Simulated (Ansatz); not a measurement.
```yaml
crystal:
  periodic: [false, false, false]
  atoms:
    - {symbol: C, position_ang: [0.493113, -0.168978, 0.353716]}
    - {symbol: O, position_ang: [-0.988130, 0.706870, 0.054661]}
    - {symbol: Zn, position_ang: [-2.217963, 0.609435, -1.869538]}
    - {symbol: H, position_ang: [0.333055, -1.532690, 0.304181]}
    - {symbol: H, position_ang: [1.502021, 0.164958, -0.517128]}
    - {symbol: H, position_ang: [0.930654, 0.140406, 1.616359]}
basis:
  gaussian: {orbitals: cc-pVTZ-DK}
magnetization: {spin_polarized: true, initial_magnetization: 1}
hamiltonian: {xc: {name: B97}}
outputs: {forces: true}
output: {forces: true}
```

```sh
$ ansatz run in.yaml --threads 4 --pin off --events-out ev --progress --plain --max-ram 10444MiB
```

Output, abridged:

```
Error: YAML parse error: error: line 14 column 1: unknown field `outputs`, expected one of crystal, accuracy, basis, kpoints, hamiltonian, magnetization, projection, total_charge, correlation, batch, efield, external_charges, scf, relax, neb, saddle, md, ramp, phonons, dielectric, real_time, elastic, magnetic_configurations, gw, evaluate, workflow, output, checkpoint, execution
12 | magnetization: {spin_polarized: true, initial_magnetization: 1}
13 | hamiltonian: {xc: {name: B97}}
14 | outputs: {forces: true}
15 | output: {forces: true}
```

Task: What is wrong with this run?

Result: The input holds a key that doesn't belong there. The program refused the input.
